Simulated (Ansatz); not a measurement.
Ideal-gas functions of `C#[C][Ge]([F])([F])[C]#C` at 800 K and 1 bar, from an Ansatz frequency run at PBE0-D4/def2-TZVP.

Molar mass 160.67 g/mol, point group C2v (symmetry number 2), electronic degeneracy 1, moments of inertia 207.296, 315.384, 382.021 u Å². Harmonic wavenumbers (cm⁻¹, unscaled): 80, 111, 122, 166, 235, 290, 311, 346, 352, 525, 574, 734, 744, 747, 748, 752, 753, 2183, 2183, 3464, 3464.

Use S(trans) = R[1.5 ln M + 2.5 ln T − 1.1517]; rotational temperatures θ = 24.2544 K / I; S(rot) = R[ln(√π/σ · √(T³/θAθBθC)) + 1.5]; for each mode x = 1.438777 ν̃/T, S = R[x/(eˣ − 1) − ln(1 − e⁻ˣ)] and H = RT x/(eˣ − 1); 1 cm⁻¹ = 0.0119627 kJ/mol; R = 8.31446 J/(mol·K).

Q: By hand: the entropy, in J/(mol·K).

A: Translation 192.7. Rotation: θ = 0.117, 0.0769, 0.0635 K, giving 125.9. Vibration, mode by mode: 24.44, 21.73, 20.94, 18.40, 15.54, 13.82, 13.25, 12.39, 12.25, 9.09, 8.41, 6.58, 6.49, 6.46, 6.45, 6.41, 6.40, 0.82, 0.82, 0.12, 0.12, in all 210.9. Electronic 0.0. Sum 529.5 J/(mol·K).

Q: By hand: H − E and G − E in kJ/mol, counted from the electronic energy.

A: Zero-point energy ½ × 18884 × 0.0119627 = 113.0; thermal vibration 76.7; translation, rotation and pV give 4 RT = 26.6. H − E = 216.3 kJ/mol, and G − E = 216.3 − 800 × 529.5/1000 = -207.3 kJ/mol.

Vibration gives 40 % of the entropy, 67.1 J/(mol·K) of it from the modes under 150 cm⁻¹: soft modes count most, and the harmonic formula is weakest for them.
